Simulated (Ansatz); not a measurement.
[Ga(OMe)H3]- (CH₆GaO⁻). The state is a singlet with charge -1. Geometry PBE0-D4/def2-TZVPD, basis def2-TZVPD, Ansatz.

```json
{"run": "A", "HOMO (eV)": "-1.68", "LUMO (eV)": "3.69"}
{"run": "B", "HOMO (eV)": "-4.28", "LUMO (eV)": "4.96"}
{"run": "C", "HOMO (eV)": "-1.47", "LUMO (eV)": "3.63"}
{"run": "D", "HOMO (eV)": "-1.87", "LUMO (eV)": "3.91"}
{"run": "E", "HOMO (eV)": "-0.74", "LUMO (eV)": "4.14"}
{"run": "F", "HOMO (eV)": "-1.28", "LUMO (eV)": "4.26"}
```

B3LYP takes the VWN-RPA correlation. HSE06 is defined as in plane-wave codes, on full-range PBE exchange.

The runs used B3LYP, HSE06, PBE0, r2SCAN, r2SCANh, ωB97X-V. Estimate which is which.

A B3LYP (20 % exact exchange); B ωB97X-V (range-separated); C HSE06 (range-separated); D PBE0 (25 % exact exchange); E r2SCAN (0 % exact exchange); F r2SCANh (10 % exact exchange). Exact exchange lowers occupied and raises empty levels; among semilocal functionals meta-GGAs tend to open the gap a little, and such runs are hard to tell apart. The gap grows from 4.88 eV (r2SCAN) to 9.24 eV (ωB97X-V).
